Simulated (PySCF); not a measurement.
## How methods differ on the ionisation energy of Cl¹³⁺

Cl¹³⁺ [He] 2s2 → Cl¹⁴⁺ [He] 2s1 [2s1/2^1, M_J = 1/2], as a difference of total energies. All numbers are calculated (PySCF 2.14, the two-component X2C-1e Hamiltonian, in an uncontracted even-tempered set (17 s from 2.3 bohr⁻², ratio 2.4; 10 p from 3 bohr⁻², ratio 2.4; 5 d from 10 bohr⁻², ratio 2.6; 5 f from 15 bohr⁻², ratio 2.6)). Correlated levels: nothing frozen; the 28 highest virtual spinors dropped. "Screened" scales the spin-orbit matrix elements by Boettger's factors to mimic the two-electron term; Breit and QED terms are absent.

| method | ionisation energy (eV) |
| --- | --- |
| GHF (screened spin-orbit) | 745.03 |
| GMP2 (screened spin-orbit) | 748.31 |

**Question.** How much does correlation contribute at GMP2 (screened spin-orbit)?

**Answer.** 748.31 − (745.03) = 3.28 eV, measured against GHF (screened spin-orbit).

For comparison: 750.23 ± 0.19 eV (semi-empirical (NIST evaluation); NIST Atomic Spectra Database, ionization energies).
